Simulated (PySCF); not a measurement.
One of the candidates below gave these computed data.

All candidates are C5H3F3O.

* Polarisability: 66.5 au [CAM-B3LYP/def2-SVPD]
* UV, first state: lowest singlet excitation: 4.07 eV (305 nm, f = 0.000) [TDDFT CAM-B3LYP/def2-SVPD]
* Triplet: lowest triplet excitation (Tamm–Dancoff): 3.48 eV [TDA CAM-B3LYP/def2-SVPD]
* Dipole: 4.82 D [CAM-B3LYP/def2-SVPD]
* Rotational structure: rotational constants A, B, C: 2.886, 1.003, 0.860 GHz [GFN2-xTB]

Gas-phase values; electronic properties from PySCF, density fitting. Levels stand in brackets. Geometry: GFN2-xTB; no solvent, vibrations or thermal averaging.

Task: Which candidate is it?
A. `CC#CC(=O)C(F)(F)F`
B. `FC1=C[C@H](F)C(F)=CO1`
C. `O=c1cc1CC(F)(F)F`

Result: A. It is `CC#CC(=O)C(F)(F)F`. Numbering: `[CH3:1][C:2]#[C:3][C:4](=[O:5])[C:6]([F:7])([F:8])[F:9]`. Its formula, C5H3F3O, gives 3 degrees of unsaturation: 0 rings and 3 π bonds in the structure found. By its constants the optimised geometry is an asymmetric top.

The others, at the same levels:
- `O=c1cc1CC(F)(F)F` fails: its computed lowest singlet excitation is 4.58 eV (271 nm, f = 0.001) (against 4.07 eV), lowest triplet excitation (Tamm–Dancoff) is 4.14 eV (against 3.48 eV) and static isotropic polarisability is 60.4 au (against 66.5 au).
- `FC1=C[C@H](F)C(F)=CO1` fails: its computed lowest singlet excitation is 6.35 eV (195 nm, f = 0.052) (against 4.07 eV), lowest triplet excitation (Tamm–Dancoff) is 4.27 eV (against 3.48 eV) and static isotropic polarisability is 60.8 au (against 66.5 au).

Each candidate is one conformer, not necessarily the lowest. Dipoles, sizes and rotational constants follow the conformer. The torsions of the flexible species, by atom-mapped SMILES:
- `[CH3:1][C:2]#[C:3][C:4](=[O:5])[C:6]([F:7])([F:8])[F:9]`: C3–C4–C6–F7 -59°
- `[O:1]=[c:2]1[cH:3][c:4]1[CH2:5][C:6]([F:7])([F:8])[F:9]`: C3–C4–C5–C6 0°, C4–C5–C6–F7 60°
